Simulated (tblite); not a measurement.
Compound: CH10SSi4.
Geometry (GFN2-xTB, Å), atoms numbered from 1 in this order:
```
atom  x, y, z in Å
S1     2.4541   -0.0902    1.4960
Si2    1.5304    0.0092   -0.4738
C3     0.2494   -1.4130   -0.5572
Si4   -1.3406   -1.1321    0.4850
Si5   -1.7847    1.1451    0.2483
Si6    0.2762    1.9683   -0.5035
H7     2.7057   -1.3883    1.4780
H8     2.6364   -0.3065   -1.3869
H9    -0.0428   -1.5247   -1.6026
H10    0.7061   -2.3621   -0.2766
H11   -2.3523   -2.0785   -0.0036
H12   -1.0475   -1.5353    1.8659
H13   -2.2501    1.7642    1.4960
H14   -2.8770    1.4157   -0.6987
H15    0.2525    2.4977   -1.8743
H16    0.8765    3.0393    0.2968
```

Level: GFN2-xTB in tblite, geometry and Hessian alike; calculated harmonic values, unscaled, isolated species. Errors from tens to a few hundred cm⁻¹ against measured bands are possible. Modes of hydrogen on silicon and sulfur can be 10 to 20 % off. One conformer, not necessarily the lowest.

Harmonic wavenumbers (cm⁻¹): 40.3, 70.0, 103.1, 125.5, 168.5, 196.6, 256.9, 307.7, 340.9, 386.2, 408.0, 409.4, 437.1, 477.5, 491.1, 491.9, 516.4, 540.5, 572.4, 612.0, 620.2, 633.8, 675.9, 700.2, 729.9, 774.1, 804.4, 810.7, 837.8, 1004.8, 1120.5, 1465.3, 2163.5, 2176.2, 2180.5, 2188.0, 2198.1, 2211.4, 2217.7, 2478.5, 2960.9, 2976.7.

A = 1531, B = 959.3, C = 746.6 MHz; mass 165.958 u (most abundant isotopes); point group C1, symmetry number 1.

Zero-point energy?

Half the sum of the wavenumbers: 20441 cm⁻¹ = 244.52 kJ/mol.

What is S at 400 K and 1 bar for an ideal gas of classical rigid rotors and harmonic oscillators?

Translation 178.72, rotation 129.44, vibration 199.93: S = 508.1 J/(mol K).

And Cp and H(400 K) − H(0)?

Cp = 227.71 J/(mol K), of which vibrations give 194.45 (their classical limit is 42 R = 349.2); H(400 K) − H(0) = 55.51 kJ/mol without the zero-point energy, 42.20 from vibrations.

Blend soft modes into free rotors: weight 1/[1 + (100 cm⁻¹/ν̃)⁴] for the oscillator and the rest for a rotor with moment μB/(μ + B), μ = h/(8π²ν), B = 10⁻⁴⁴ kg m². What vibrational entropy results?

185.87 J/(mol K) in place of 199.93, which changes −T·S at 400 K by +5.62 kJ/mol.

Which modes carry the vibrational entropy at 400 K?

40.3 cm⁻¹: 24.38; 70.0 cm⁻¹: 19.80; 103.1 cm⁻¹: 16.61; 125.5 cm⁻¹: 15.00; 168.5 cm⁻¹: 12.60; 196.6 cm⁻¹: 11.37 J/(mol K); the other 36 give 100.17 together.

How do the functions run with temperature in this model?

| T (K) | S (J/(mol K)) | Cp (J/(mol K)) | H − H(0) (kJ/mol) | G − H(0) (kJ/mol) | ln q(vib) |
| --- | --- | --- | --- | --- | --- |
| 100 | 301.4 | 83.8 | 5.66 | -24.48 | 1.93 |
| 200 | 378.3 | 145.4 | 17.12 | -58.55 | 4.92 |
| 300 | 447.3 | 194.7 | 34.28 | -99.90 | 8.14 |
| 500 | 561.6 | 251.2 | 79.51 | -201.27 | 14.46 |
| 800 | 690.7 | 297.6 | 162.46 | -390.07 | 22.81 |
| 1000 | 759.3 | 317.6 | 224.09 | -535.25 | 27.65 |

q(vib) and H(0) count from the zero-point level.

Hindered rotation and anharmonicity are outside this model. Other conformers, if any are populated, would add a mixing term that is left out. The structure is chiral; the term R ln 2 for an equal mix with its mirror image is left out.

The run took 1.4 s on an Arm Neoverse N1 with one thread, no GPU, shared host with 64 logical CPUs at a one-minute load of 54. The figure is for the frequency step alone.
